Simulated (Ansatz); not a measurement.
Reaction (redistribution): `[OH][Ta]([OH])([OH])([F])[F]` + `[F][Mg][Br]` → `[OH][Ta]([OH])([F])([F])[F]` + `[OH][Mg][Br]`

Gas-phase electronic energies from Ansatz, PBE0-D4/def2-TZVP geometries. CCSD(T)/CBS adds triple-zeta CCSD(T) − MP2 to the extrapolated MP2 energy (def2 sets, frozen cores). Functionals use def2-TZVPP. Elements past krypton have def2 core potentials. For Br, Mg, Ta outer-core shells are correlated without core-valence functions, which leaves a few kJ/mol of doubt a bond. Scalar relativity is left out up to krypton. One conformer a species, not always the lowest.

```json
{"species": "`[OH][Ta]([OH])([OH])([F])[F]`", "ωB97M-V energy (Eh)": "-484.50788"}
{"species": "`[F][Mg][Br]`", "ωB97M-V energy (Eh)": "-2874.09055"}
{"species": "`[OH][Ta]([OH])([F])([F])[F]`", "ωB97M-V energy (Eh)": "-508.54783"}
{"species": "`[OH][Mg][Br]`", "ωB97M-V energy (Eh)": "-2850.04091"}
```

Work out ΔE.

ΔE = (-508.54783) + (-2850.04091) − (-484.50788) − (-2874.09055) = 0.00969 Eh = +0.26 eV. CCSD(T)/CBS gives +0.30 eV.

Largest T1 diagnostic among the species: 0.018.

In def2-TZVPP, CCSD(T) changes the Hartree–Fock value by +0.06 eV (the triples alone add +0.01 eV) and MP2 by +0.08 eV.
